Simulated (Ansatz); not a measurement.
CH₄Br₂Sn (SMILES [CH3][SnH]([Br])[Br]), singlet, at a GFN2-xTB geometry (such geometries of metal compounds can be far from the true shape) (core potentials on Sn); CAM-B3LYP/def2-TZVPPD run with Ansatz (an electronic-structure program).

Input for Ansatz:
Ansatz 0.2 input:
```yaml
crystal:
  periodic: [false, false, false]
  atoms:
    - {symbol: Sn, position_ang: [-0.35260532, -0.11349052, 0.61648515]}
    - {symbol: C, position_ang: [-2.52752262, -0.30771775, 0.35348958]}
    - {symbol: Br, position_ang: [0.79367860, -1.85880151, -0.76212603]}
    - {symbol: Br, position_ang: [0.37960330, 2.10944274, -0.26843536]}
    - {symbol: H, position_ang: [0.32728966, -0.24221307, 2.22139747]}
    - {symbol: H, position_ang: [-2.84347863, -1.28503585, 0.69622132]}
    - {symbol: H, position_ang: [-3.02682623, 0.47205536, 0.91482166]}
    - {symbol: H, position_ang: [-2.72644956, -0.19641655, -0.70798705]}
basis:
  gaussian:
    orbitals: def2-TZVPPD.json
hamiltonian:
  xc: cam_b3lyp
```
The basis file holds def2-TZVPPD in the JSON format of the Basis Set Exchange.

Q: Write the output that Ansatz gives for this input, abridged.

A: 
```
Functional definition: CAM-B3LYP
1786 factors; their error is unknown
454 factors; integrals over basis functions are off by at most 3.7e-5 eV
mean field evaluation 1: about -147029.8845 eV, gradient 4.6e1 eV
mean field evaluation 2: about -147029.3128 eV, gradient 4.7e1 eV
mean field evaluation 4: about -147034.7496 eV, gradient 1.1e0 eV
mean field evaluation 8: about -147035.2718 eV, gradient 5.6e-1 eV
mean field evaluation 16: about -147035.2720 eV, gradient 5.7e-5 eV
mean field -147035.27201961 eV, -5403.4465826336 hartree, gradient 5.7e-5 eV, S^2 0.000000; 0 other end points of the search recorded, 0 dependent functions left out
reference -147035.27217508 eV, -5403.4465883471 hartree; 51, 51 occupied and 224, 224 virtual orbitals, 1786 factors
Total energy: -147035.27217508 eV, -5403.4465883471 hartree
```
